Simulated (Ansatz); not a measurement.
`[OH][Ga]([F])[Cl]` + H₂ → `[OH][GaH][F]` + HCl at 600 K and 1 bar (hydrogenolysis of a Ga–Cl bond).

Gas-phase electronic energies from Ansatz, PBE0-D4/def2-TZVP geometries. CCSD(T)/CBS adds triple-zeta CCSD(T) − MP2 to the extrapolated MP2 energy (def2 sets, frozen cores). This one scheme is used for every species. For Ga outer-core shells are correlated without core-valence functions, which leaves a few kJ/mol of doubt a bond. Scalar relativity is left out up to krypton. Each species was taken in one conformer, which may not be the lowest.

```
            species  CCSD(T)/CBS energy (Eh)  H − E (kJ/mol)  S (J/(mol·K))
`[OH][Ga]([F])[Cl]`              -2559.41427            88.2          384.2
                 H₂                 -1.17544            43.9          150.8
     `[OH][GaH][F]`              -2100.17635            96.3          342.0
                HCl               -460.38127            35.4          207.2
```

H − E and S are ideal-gas, rigid-rotor, harmonic terms from PBE0-D4/def2-TZVP, for one conformer and one mirror image of each species. The MP2-based limit puts H₂ 0.8 mEh under its directly extrapolated value; such offsets cancel only in part. 1 Eh = 2625.50 kJ/mol, R = 8.31446 J/(mol·K).

**Question.** By hand: ΔE, ΔH, ΔS and ΔG.

**Answer.** ΔE = (-2100.17635) + (-460.38127) − (-2559.41427) − (-1.17544) = 0.03209 Eh = 84.3 kJ/mol. Δ(H − E) = 96.3 + 35.4 − 88.2 − 43.9 = -0.4, so ΔH = 83.9 kJ/mol. ΔS = 342.0 + 207.2 − 384.2 − 150.8 = 14.2 J/(mol·K). ΔG = 83.9 − 600 × (14.2)/1000 = 75.4 kJ/mol.

**Question.** By hand: the equilibrium constant, and the temperature at which ΔG would vanish if ΔH and ΔS stayed fixed.

**Answer.** log₁₀ K = −ΔG/(RT ln 10) = -6.6. ΔG = 0 at ΔH/ΔS = 5908 K, far beyond where these terms or the molecules hold.

The number of gas molecules stays the same, so ΔS is small and ΔH decides. A doubt of 5 kJ/mol in ΔE shifts log₁₀ K by 0.4 here. Other conformers and mirror images would add mixing entropy, several J/(mol·K) or more a flexible species. These are equilibria of isolated gas molecules and say nothing of rates. Largest T1 diagnostic: 0.015 (customary marks: 0.02 for closed shells, 0.045 for open ones).
